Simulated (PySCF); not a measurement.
Excitation energy of Re by level of theory

Re [Xe] 4f14 5d5 6s2 (6S) → Re [Xe] 4f14 5d5 6s1 6p1 (8P), as a difference of total energies. Calculation: PySCF 2.14, in x2c-TZVPPall with one added diffuse shell each of s, p, d, f type (12s8p8d4f1g, 113 functions); scalar relativity by spin-free X2C-1e. Correlated levels: valence: [Xe] 4f14 frozen. The calculations carry no spin-orbit coupling.

```csv
method,excitation energy (eV)
UHF,1.079
LDA,3.034
PBE,2.702
PBE0,2.433
r2SCAN,2.269
MP2 (valence),2.236
SCS-MP2 (valence),2.651
```

Problem. How much does correlation contribute at MP2 (valence)?

Solution. 2.236 − (1.079) = 1.157 eV, measured against UHF.

A first-order spin-orbit estimate (lowest level to lowest level, LS coupling) adds -0.273 eV.
